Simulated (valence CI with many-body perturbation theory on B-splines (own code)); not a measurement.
# Co V: calculated level list

Level of theory: relativistic CI+MBPT: five valence electrons over a frozen Dirac-Fock core [Ar], a basis of 7 s, 7 p, 8 d, 6 f, 4 g, 1 h functions for each j, with the one-electron correlation potential Σ1, the two-electron term Σ2, the three-electron term Σ3, Breit, model QED; selected CI, second order for the rest, scaled by the run's own slope (own B-spline code, finite nucleus).

Against 45 measured levels this calculation errs by 4798 cm⁻¹ on average and by 8444 at most. These come from a selection out of Sugar and Corliss, J. Phys. Chem. Ref. Data 10, 1097 (1981). Levels without a partner in it may be off by more, other configurations by 1,000 to 8,000 cm⁻¹. Among the levels kept, up to 2100 cm⁻¹ of a level comes from second order outside the variational space, and about a tenth of that is noise between levels of different J, which matters for small intervals. 1 measured level below the end of the list, from 60532 cm⁻¹ on, found no clear computed partner, and computed levels of the same name lie up to 9163 cm⁻¹ from them.

Levels 46 to 90 of 224, with energies above the lowest level, 3d5 6S_5/2. "Leading %" is the weight of the configuration and term that name the level; weights of strongly mixed levels are sums over their largest components and can fall short. In the jj column 3d3/2^4 stands for four electrons in 3d with j = 3/2.

```
No.  Configuration  Term     J  E (cm⁻¹)  Leading %                    Leading jj  Second component       g
 46         3d4.4s    4D   7/2    210910         97       3d3/2 3d5/2^3 4s (44 %)                     1.428
 47         3d4.4s    4H   7/2    227650         96     3d3/2^2 3d5/2^2 4s (41 %)                     0.671
 48         3d4.4s    4H   9/2    227850         96     3d3/2^2 3d5/2^2 4s (57 %)                     0.974
 49         3d4.4s    4H  11/2    228120         96     3d3/2^2 3d5/2^2 4s (68 %)                     1.134
 50         3d4.4s    4H  13/2    228430         98       3d3/2 3d5/2^3 4s (53 %)                     1.230
 51         3d4.4s    4P   1/2    228450         96             3d3/2^4 4s (44 %)                     2.651
 52         3d4.4s    4P   3/2    229570         97       3d3/2^3 3d5/2 4s (38 %)                     1.730
 53         3d4.4s    4F   3/2    230830         98     3d3/2^2 3d5/2^2 4s (51 %)                     0.399
 54         3d4.4s    4F   5/2    230830         92     3d3/2^2 3d5/2^2 4s (51 %)     5 % 3d4.4s 4G   1.004
 55         3d4.4s    4F   7/2    230920         90     3d3/2^2 3d5/2^2 4s (45 %)     7 % 3d4.4s 4G   1.216
 56         3d4.4s    4F   9/2    231040         90       3d3/2^3 3d5/2 4s (37 %)     6 % 3d4.4s 4G   1.318
 57         3d4.4s    4P   5/2    231290         97       3d3/2 3d5/2^3 4s (39 %)                     1.599
 58         3d4.4s    4G   5/2    233450         91     3d3/2^2 3d5/2^2 4s (48 %)     5 % 3d4.4s 4F   0.600
 59         3d4.4s    4G   7/2    233850         89     3d3/2^2 3d5/2^2 4s (45 %)     7 % 3d4.4s 4F   1.001
 60         3d4.4s    2H   9/2    234000         48     3d3/2^2 3d5/2^2 4s (43 %)    43 % 3d4.4s 4G   1.048
 61         3d4.4s    4G  11/2    234080         66     3d3/2^2 3d5/2^2 4s (55 %)    30 % 3d4.4s 2H   1.213
 62         3d4.4s    2H   9/2    234330         47     3d3/2^2 3d5/2^2 4s (66 %)    47 % 3d4.4s 4G   1.045
 63         3d4.4s    2H  11/2    235010         66       3d3/2 3d5/2^3 4s (75 %)    31 % 3d4.4s 4G   1.147
 64         3d4.4s    2P   1/2    235290         95       3d3/2^3 3d5/2 4s (31 %)                     0.683
 65         3d4.4s    2F   7/2    237250         87     3d3/2^2 3d5/2^2 4s (35 %)     9 % 3d4.4s 2G   1.118
 66         3d4.4s    2F   5/2    237320         95     3d3/2^2 3d5/2^2 4s (43 %)                     0.852
 67         3d4.4s    2P   3/2    237390         96       3d3/2 3d5/2^3 4s (38 %)                     1.333
 68         3d4.4s    2G   7/2    240120         91     3d3/2^2 3d5/2^2 4s (54 %)     6 % 3d4.4s 2F   0.905
 69         3d4.4s    2G   9/2    240670         96       3d3/2 3d5/2^3 4s (60 %)                     1.109
 70         3d4.4s    4D   7/2    241890         98       3d3/2 3d5/2^3 4s (49 %)                     1.428
 71         3d4.4s    4D   5/2    242040         97     3d3/2^2 3d5/2^2 4s (33 %)                     1.371
 72         3d4.4s    4D   3/2    242210         97     3d3/2^2 3d5/2^2 4s (39 %)                     1.201
 73         3d4.4s    4D   1/2    242330         97       3d3/2 3d5/2^3 4s (54 %)                     0.004
 74         3d4.4s    2I  13/2    243400         98     3d3/2^2 3d5/2^2 4s (53 %)                     1.077
 75         3d4.4s    2I  11/2    243440         97     3d3/2^2 3d5/2^2 4s (50 %)                     0.924
 76         3d4.4s    2G   9/2    244040         96     3d3/2^2 3d5/2^2 4s (31 %)                     1.111
 77         3d4.4s    2G   7/2    244140         94             3d5/2^4 4s (33 %)                     0.896
 78         3d4.4s    2D   5/2    248150         97       3d3/2 3d5/2^3 4s (41 %)                     1.199
 79         3d4.4s    2D   3/2    248360         97     3d3/2^2 3d5/2^2 4s (39 %)                     0.801
 80         3d4.4s    2S   1/2    248810         97       3d3/2 3d5/2^3 4s (49 %)                     1.997
 81         3d4.4s    2D   5/2    254660         97     3d3/2^2 3d5/2^2 4s (33 %)                     1.201
 82         3d4.4s    2D   3/2    254750         97     3d3/2^2 3d5/2^2 4s (35 %)                     0.800
 83         3d4.4s    2F   7/2    261430         97       3d3/2 3d5/2^3 4s (55 %)                     1.144
 84         3d4.4s    2F   5/2    261430         97       3d3/2 3d5/2^3 4s (55 %)                     0.858
 85         3d4.4s    4P   5/2    269830         98     3d3/2^2 3d5/2^2 4s (57 %)                     1.599
 86         3d4.4s    4F   9/2    270030         98     3d3/2^2 3d5/2^2 4s (70 %)                     1.333
 87         3d4.4s    4F   3/2    270150         98     3d3/2^2 3d5/2^2 4s (57 %)                     0.399
 88         3d4.4s    4F   7/2    270180         97       3d3/2 3d5/2^3 4s (59 %)                     1.237
 89         3d4.4s    4F   5/2    270190         97       3d3/2 3d5/2^3 4s (53 %)                     1.028
 90         3d4.4p   6F°   1/2    270470         97  3d3/2^2 3d5/2^2 4p1/2 (37 %)                    -0.665
```

Names give the largest LS component (configuration and term), which can be under half, so a name can repeat, a term be missing and a line seem to break the LS rules; names also repeat where a configuration has a term twice.

Where two levels of one J and parity lie close, their mixing, g and order are uncertain.
